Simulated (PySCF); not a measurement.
F₃Sb, SMILES [F][Sb-]([F])[F], charge -1, multiplicity 2.

Geometry optimised at r2SCAN-D4/def2-SVPD. A frequency run showed that this geometry is not a minimum. The def2 effective core potentials stand for the cores of Sb; spin–orbit coupling is left out.

Computed with C-PCM-B3LYP/def2-SVPD (PySCF).

The values are the electrostatic part of the solvation free energy, E(continuum) − E(gas) at the gas-phase geometry, in a cavity of scaled van der Waals radii (PySCF's table); cavitation and dispersion terms are not included. A continuum can't describe solvent molecules that bind to the metal.

```
solvent                ε  ΔG(elec) (kcal/mol)
-----------------  -----  -------------------
water              78.36                    ?
1-octanol           9.86                -50.2
dimethylsulfoxide  46.83                -54.7
```

Problem. Fill in the missing entries. (Estimate from the structure and the level; the computed values follow.)

Solution. 
- water, ΔG(elec) (kcal/mol): -55.2
